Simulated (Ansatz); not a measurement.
Consider the redistribution: `[CH3][AlH][CH]=N` + `C[SiH2][SnH3]` → `[CH3][AlH][SnH3]` + `C[SiH2]C=N`.

Calculated with Ansatz (gas phase, PBE0-D4/def2-TZVP geometries, no zero-point term in ΔE). CCSD(T)/CBS adds triple-zeta CCSD(T) − MP2 to the extrapolated MP2 energy (def2 sets, frozen cores). DFT in def2-TZVPP. B3LYP here is the variant with VWN-RPA as its local correlation; programs differ in this. Elements past krypton have def2 core potentials. For Sn outer-core shells are correlated without core-valence functions, which leaves a few kJ/mol of doubt a bond. One conformer a species, not always the lowest.

```json
{"level": "r2SCAN-D4", "ΔE (kcal/mol)": "-4.3", "difference from CCSD(T)/CBS": "-0.5"}
{"level": "B97M-V", "ΔE (kcal/mol)": "-3.1", "difference from CCSD(T)/CBS": "0.7"}
{"level": "r2SCANh-D4", "ΔE (kcal/mol)": "-4.3", "difference from CCSD(T)/CBS": "-0.5"}
{"level": "CAM-B3LYP-D4", "ΔE (kcal/mol)": "-3.6", "difference from CCSD(T)/CBS": "0.2"}
{"level": "ωB97X-V", "ΔE (kcal/mol)": "-3.5", "difference from CCSD(T)/CBS": "0.3"}
{"level": "ωB97M-V", "ΔE (kcal/mol)": "-3.4", "difference from CCSD(T)/CBS": "0.4"}
{"level": "BLYP", "ΔE (kcal/mol)": "-4.1", "difference from CCSD(T)/CBS": "-0.3"}
{"level": "B3LYP", "ΔE (kcal/mol)": "-4.1", "difference from CCSD(T)/CBS": "-0.3"}
{"level": "RPA@PBE/def2-TZVPP", "ΔE (kcal/mol)": "-3.3", "difference from CCSD(T)/CBS": "0.5"}
{"level": "HF/def2-SVP", "ΔE (kcal/mol)": "-2.9", "difference from CCSD(T)/CBS": "0.9"}
{"level": "CCSD(T)/def2-SVP", "ΔE (kcal/mol)": "-2.4", "difference from CCSD(T)/CBS": "1.4"}
{"level": "SCS-MP2/def2-TZVPP", "ΔE (kcal/mol)": "-3.8", "difference from CCSD(T)/CBS": "0.0"}
{"level": "CCSD/def2-TZVPP", "ΔE (kcal/mol)": "-3.9", "difference from CCSD(T)/CBS": "-0.1"}
{"level": "MP2/def2-QZVPP", "ΔE (kcal/mol)": "-3.6", "difference from CCSD(T)/CBS": "0.2"}
{"level": "HF/CBS(def2)", "ΔE (kcal/mol)": "-4.4", "difference from CCSD(T)/CBS": "-0.6"}
{"level": "CCSD/CBS(def2)", "ΔE (kcal/mol)": "-3.9", "difference from CCSD(T)/CBS": "-0.1"}
{"level": "CCSD(T)/CBS", "ΔE (kcal/mol)": "-3.8", "difference from CCSD(T)/CBS": "0"}
```

Largest T1 diagnostic among the species: 0.013.

Leaving LDA and LC-ωPBE aside and taking each functional with its dispersion term where it has one, the values spread over 1.2 kcal/mol, from r2SCAN-D4 to B97M-V. At CCSD(T), def2-SVP lies +1.4 kcal/mol from the extrapolated value and def2-TZVPP −0.0 kcal/mol.
